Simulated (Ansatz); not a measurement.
One change: `CC(=O)C=C(C)C` becomes `CC1=CC(C)=[O+][B-](O)(F)O1`.

Ansatz, PBE0-D4/def2-TZVP geometries, multiplicity 1. Each molecule was computed in one conformer, which needn't be the lowest.

```
                               property  `CC(=O)C=C(C)C`
    HOMO energy (B3LYP/def2-TZVPP) / eV            -6.70
  LUMO energy (ωB97M-V/def2-TZVPP) / eV             0.82
HOMO–LUMO gap (ωB97M-V/def2-TZVPP) / eV            10.19
      LUMO energy (PBE/def2-TZVPP) / eV            -2.28
      HOMO energy (PBE/def2-TZVPP) / eV            -5.33
    HOMO–LUMO gap (PBE/def2-TZVPP) / eV             3.05
```

Q: Give the same properties after the change, and the shifts. (Best estimate.)

A: Ansatz gave: 
```csv
property,`CC1=CC(C)=[O+][B-](O)(F)O1`,shift
HOMO energy (B3LYP/def2-TZVPP) / eV,-7.50,-0.80
LUMO energy (ωB97M-V/def2-TZVPP) / eV,0.00,-0.82
HOMO–LUMO gap (ωB97M-V/def2-TZVPP) / eV,9.85,-0.34
LUMO energy (PBE/def2-TZVPP) / eV,-2.97,-0.69
HOMO energy (PBE/def2-TZVPP) / eV,-6.54,-1.21
HOMO–LUMO gap (PBE/def2-TZVPP) / eV,3.57,0.52
```

B3LYP here is the variant with VWN-RPA as its local correlation; programs differ in this.
